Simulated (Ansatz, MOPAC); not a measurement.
Species: GeO2, net charge 0, singlet state. SMILES: [O]=[Ge]=[O]

Atoms: Ge1, O2, O3. Bonds: Ge1-O2, Ge1-O3.

Bond lengths (Å) and angles (degrees) optimised at PM6 with MOPAC; MNDO with MOPAC; PBE/6-31G* with LANL2DZ past Ar with Ansatz (a quantum-chemistry and plane-wave program); MP2/6-31G* with LANL2DZ past Ar with Ansatz, each started from the B3LYP-D3(BJ)/def2-TZVP structure (Ansatz) of the last column. A row stands for all coordinates that are equal there. 6-31G* holds six Cartesian d functions. No wavenumbers were computed at MNDO, PBE/6-31G* with LANL2DZ past Ar, MP2/6-31G* with LANL2DZ past Ar, so these may be saddle points.

```tsv
coordinate	PM6	MNDO	PBE/6-31G* with LANL2DZ past Ar	MP2/6-31G* with LANL2DZ past Ar	B3LYP-D3(BJ)/def2-TZVP
Ge1-O2	1.549	1.651	1.632	1.618	1.624
O2-Ge1-O3	180.0	180.0	180.0	180.0	180.0
```

Mean signed difference of all 2 bond lengths from B3LYP-D3(BJ)/def2-TZVP: PM6 -0.075 Å, MNDO 0.027 Å, PBE/6-31G* with LANL2DZ past Ar 0.008 Å, MP2/6-31G* with LANL2DZ past Ar -0.006 Å.
